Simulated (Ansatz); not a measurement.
Cost and result for the atomization energy of CH₃BClFZn (`F[B]([ZnH])CCl`) (8 atoms, 7 bonds).

Charge 0, multiplicity 1. For Zn the d shell is correlated and the shells below it are frozen. Scalar relativity is left out up to krypton. Geometry: relaxed with PBE0-D4/def2-TZVP. It is one conformer, not always the lowest. Program: Ansatz. All runs use 4 threads of an Arm Neoverse V1 on a shared host. Times are those of one run each, without the atoms' runs, and a repeat can differ threefold. Electronic energies, without spin–orbit coupling; frozen cores. CCSD(T)/CBS adds CCSD(T) − MP2 in def2-TZVPP to the MP2 limit, and its time is that of the two runs behind it. T1 = 0.014. With those shells the extrapolation isn't a true limit. B3LYP takes the VWN-RPA correlation (the form of Gaussian; ORCA's B3LYP/G).

CCSD(T)/CBS is a level of theory with its own doubt, some kJ/mol a heavy atom from the limit and from the frozen cores, so smaller differences don't rank the functionals.

```tsv
level	functions	wall time	atomization (kcal/mol)	difference from CCSD(T)/CBS	per bond
PBE-D4/def2-TZVPP (with forces)	241	2.9 s	631.5	20.7	3.0
PBE0-D4/def2-TZVPP	241	3.6 s	619.6	8.8	1.3
r2SCAN-D4/def2-TZVPP (with forces)	241	6 s	623.2	12.4	1.8
B3LYP-D4/def2-TZVPP (with forces)	241	6 s	609.7	-1.1	-0.2
B2PLYP/def2-TZVPP	241	6.5 s	605.7	-5.1	-0.7
ωB97X-V/def2-TZVPP	241	9 s	618.3	7.5	1.1
ωB97M-V/def2-TZVPP (with forces)	241	14 s	618.3	7.5	1.1
MP2/def2-QZVPP	431	22 s	624.9	14.1	2.0
CCSD(T)/def2-TZVPP	241	3.4 min	596.2	-14.6	-2.1
CCSD(T)/CBS(def2)	–	3.8 min	610.8	0.0	0.0
```

From PBE to PBE0 (25 % exact exchange), in def2-TZVPP and without D4, the atomization energy moves by −11.3 kcal/mol: exact exchange takes away binding that semilocal exchange gives to molecules. The D4 term adds +6.7 kcal/mol with B3LYP and +3.5 kcal/mol with PBE0; it sums over pairs of atoms, weighted by their polarisabilities, and B3LYP, whose exchange is more repulsive, gets the larger term. In def2-TZVPP, CCSD(T) changes the Hartree–Fock value by +143.7 kcal/mol (the triples alone add +10.8 kcal/mol) and MP2 by +163.7 kcal/mol; breaking electron pairs costs correlation energy, which Hartree–Fock lacks.
